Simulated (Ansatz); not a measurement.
The cluster Ag3Te4⁺, relaxed as a singlet with RKS PBE-D4/def2-SVP in Ansatz, starting from the GFN1-xTB geometry. Force threshold 0.02 eV/Å.

In the def2 sets Ag, Te take a core potential; there is no spin–orbit coupling. The structure comes from a short search, and lower isomers may exist.

Start:

```xyz
7

Ag    0.5336   -1.2135    1.5495
Ag    0.4787    1.7884   -1.7735
Ag    1.5056   -0.7060   -1.0342
Te   -2.1027   -0.7258    0.8247
Te   -0.5803   -2.3798   -0.6999
Te   -1.2480    1.8151    0.3522
Te    1.4131    1.4217    0.7812
```

Estimate the energy that the relaxation releases and the steps that it takes.

0.92 eV, in 14 steps; 63 s on 4 threads of Arm Neoverse V1 on a shared host. No frequencies were taken in this run, so the end may be a saddle point.

Does the start keep its bonding?

Bonds lost: Ag1–Te5, Ag2–Te7 (atoms count from 1). Bonds formed: Ag2–Te5 (atoms count from 1). The end is the same structure that another start reached.

Predict the relaxed structure.


```xyz
7

Ag    0.4676   -0.7971    2.1723
Ag   -0.5978    0.8466   -2.1246
Ag    1.6829   -0.6683   -0.6685
Te   -1.9084   -0.7787    0.6229
Te   -0.5692   -1.8677   -1.6329
Te   -0.8960    1.8954    0.4947
Te    1.8210    1.3699    1.1360
```
Bond lengths (bridged metal pairs left out): 6 × Ag–Te 2.73 to 2.84 Å; 3 × Te–Te 2.84 to 2.86 Å.
